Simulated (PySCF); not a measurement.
**Excitation energy of Pt by level of theory**

Pt [Xe] 4f14 5d9 6s1 (3D) → Pt [Xe] 4f14 5d8 6s2 (3F), as a difference of total energies. Calculation: PySCF 2.14, in aug-cc-pVDZ-PP with ECP60MDF (5s5p4d2f, 54 functions); a scalar-relativistic core potential. Correlated levels: valence: 5s2 5p6 frozen. The calculations carry no spin-orbit coupling.

| method | excitation energy (eV) |
| --- | --- |
| UHF | 0.294 |
| PBE | 0.582 |
| PBE0 | 0.592 |
| M06-L | 0.544 |
| HSE06 | 0.559 |
| TPSSh | 0.484 |
| r2SCANh | 0.332 |
| MP2 (valence) | 0.494 |
| SCS-MP2 (valence) | 0.359 |

Task: Estimate what LDA gives.

Result: 0.633 eV, closest to PBE0 among the rows shown.

Task: Estimate what r2SCAN gives.

Result: 0.313 eV, closest to r2SCANh among the rows shown.

Errors of the correlated levels include the incompleteness of this basis and the frozen core.

For comparison: 0.397 eV (measured; NIST levels, between the centres of gravity of the two terms).
